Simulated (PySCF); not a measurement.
Bond curve of TlI

Set-up: Tl cc-pVTZ-PP with ECP60, I cc-pVTZ-PP with ECP28; scalar-relativistic core potentials (PySCF 2.14). Energies in eV from Tl + I in their ground configurations at the same level. State: ¹Σ⁺ (singlet), closed shell.

All columns are PBE0. A positive dipole means Tl(−)I(+).

```csv
R (Å),E (eV),μ (D),Mulliken charge on Tl (basis-dependent),HOMO (eV),LUMO (eV),Mayer bond order,⟨S²⟩
2.454,-2.763,-1.78,0.17,-6.62,-1.51,1.31,0.00
2.568,-3.221,-2.57,0.25,-6.76,-1.63,1.20,0.00
2.682,-3.466,-3.36,0.32,-6.84,-1.75,1.11,0.00
2.767,-3.550,-3.95,0.37,-6.87,-1.84,1.05,0.00
2.853,-3.573,-4.53,0.41,-6.86,-1.93,1.00,0.00
2.939,-3.550,-5.10,0.44,-6.73,-2.02,0.95,0.00
3.053,-3.469,-5.84,0.48,-6.54,-2.14,0.90,0.00
3.195,-3.314,-6.75,0.52,-6.33,-2.29,0.85,0.00
3.366,-3.085,-7.79,0.55,-6.10,-2.47,0.80,0.00
3.595,-2.755,-9.12,0.58,-5.83,-2.69,0.75,0.00
```

A fit through these points gives, at Re = 2.849 Å, μ = -4.50 D and dμ/dR = -6.73 D/Å; the reduced mass is 78.38 u.

Q: How strong is the fundamental in the double-harmonic approximation, I = 42.26·(dμ/dR)²/μred km/mol?

A: I = 42.26·(-6.73)²/78.38 = 24.4 km/mol at PBE0.

Spin–orbit coupling is left out, which matters for elements this heavy, above all for dissociation energies.
